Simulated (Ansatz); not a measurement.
`[F][W](=[S])([Cl])([Cl])[Cl]` + HCl → `[S]=[W]([Cl])([Cl])([Cl])[Cl]` + H–F at 400 K and 1 bar (ligand exchange at a W–F bond).

Program: Ansatz. Geometries: PBE0-D4/def2-TZVP. ΔE: electronic, gas phase. CCSD(T)/CBS adds triple-zeta CCSD(T) − MP2 to the extrapolated MP2 energy (def2 sets, frozen cores). This one scheme is used for every species. Elements past krypton have def2 core potentials. For W outer-core shells are correlated without core-valence functions, which leaves a few kJ/mol of doubt a bond.

```csv
species,CCSD(T)/CBS energy (Eh),H − E (kJ/mol),S (J/(mol·K))
`[F][W](=[S])([Cl])([Cl])[Cl]`,-1944.07857,58.2,432.2
HCl,-460.38127,29.6,195.4
`[S]=[W]([Cl])([Cl])([Cl])[Cl]`,-2304.06253,57.0,433.4
H–F,-100.39570,36.5,182.2
```

H − E and S are ideal-gas, rigid-rotor, harmonic terms from PBE0-D4/def2-TZVP. 1 Eh = 2625.50 kJ/mol, R = 8.31446 J/(mol·K).

Q: By hand: ΔE, ΔH, ΔS and ΔG.

A: ΔE = (-2304.06253) + (-100.39570) − (-1944.07857) − (-460.38127) = 0.00161 Eh = 4.2 kJ/mol. Δ(H − E) = 57.0 + 36.5 − 58.2 − 29.6 = 5.7, so ΔH = 9.9 kJ/mol. ΔS = 433.4 + 182.2 − 432.2 − 195.4 = -12.0 J/(mol·K). ΔG = 9.9 − 400 × (-12.0)/1000 = 14.7 kJ/mol.

Q: By hand: the equilibrium constant, and the temperature at which ΔG would vanish if ΔH and ΔS stayed fixed.

A: log₁₀ K = −ΔG/(RT ln 10) = -1.9. ΔH and −TΔS have one sign here, so there is no such temperature.

TΔS isn't small against ΔH here. A doubt of 5 kJ/mol in ΔE shifts log₁₀ K by 0.7 here. These are equilibria of isolated gas molecules and say nothing of rates. Largest T1 diagnostic: 0.021 (customary marks: 0.02 for closed shells, 0.045 for open ones).
